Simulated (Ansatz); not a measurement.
A nudged elastic band was laid between two geometries of C₂H₃ClSi (7 atoms, charge 0, multiplicity 1).

These are results of Ansatz 0.2.0, RHF/def2-SVP, not measurements.

```yaml
movable_images: 5
climbing_image: yes
spring: 5.0 eV/Å²
optimiser: quadratic models (default)
start_path: through a guess of the saddle point
force_threshold: 0.03 eV/Å
iteration_limit: 60
end_points: relaxed
```

Initial state:

```xyz
7
Properties=species:S:1:pos:R:3
C -0.773 1.375 0.071
C -0.094 0.259 0.034
Si 0.789 -1.150 -0.004
Cl 0.070 -2.914 -0.766
H -0.746 2.095 -0.744
H -1.398 1.642 0.921
H 2.152 -1.306 0.488
```

Final state:

```xyz
7
Properties=species:S:1:pos:R:3
C -0.210 1.543 0.126
C -1.208 0.892 0.164
Si 0.829 -1.439 -0.986
Cl 0.078 -2.649 0.568
H 0.678 2.133 0.102
H -2.105 0.317 0.210
H 1.938 -0.796 -0.183
```

Problem. What changes between the two ends?

Solution. Bonds broken: C1–H6, C2–Si3. Bonds formed: C2–H6. C2H3ClSi becomes C2H2 + ClHSi.

Problem. Give the energies along the band, and the barrier.

Solution. The forces met the threshold. The highest image is number 3 of 0 to 6, 218.2 kJ/mol above the first end and 142.5 kJ/mol above the last; the last end lies 75.7 kJ/mol above the first. A structure lower than the last end lies on the path between it and the top, so the climb from that side starts below the end, which may itself be a saddle point or a shallow side well. Neighbouring images differ by up to 1.4 eV, so the band resolves the path poorly. A vibrational analysis at the climbing image gives one clearly imaginary mode, 729i cm⁻¹: a first-order saddle point. The orbitals stay closed-shell, which can raise the energy where a bond breaks towards radicals; this wasn't checked here.

| image | path coordinate (Å) | energy (kJ/mol) | C1–H6 (Å) | C2–Si3 (Å) | C2–H6 (Å) |
| --- | --- | --- | --- | --- | --- |
| 0 | 0.00 | 0.0 | 1.09 | 1.66 | 2.10 |
| 1 | 0.83 | 45.4 | 1.08 | 1.67 | 1.99 |
| 2 | 1.66 | 144.5 | 1.11 | 1.83 | 1.72 |
| 3 | 2.49 | 218.2 | 1.59 | 2.10 | 1.15 |
| 4 | 3.90 | 80.6 | 2.25 | 3.24 | 1.06 |
| 5 | 5.30 | 74.8 | 2.26 | 3.36 | 1.07 |
| 6 | 6.71 | 75.7 | 2.26 | 3.30 | 1.07 |

Problem. What is the geometry of the highest image?

Solution. 
```xyz
7
Properties=species:S:1:pos:R:3
C -0.510 1.612 -0.164
C -0.049 0.468 -0.190
Si 0.993 -1.263 -0.771
Cl -0.501 -2.584 0.111
H -0.959 2.583 -0.098
H -0.814 0.278 0.642
H 1.840 -1.095 0.470
```

The band took 49 iterations and about 7 core-minutes.

Run time: 7.3 min on 1 thread of Arm Neoverse N1, on a shared host, peak memory 0.14 GiB.
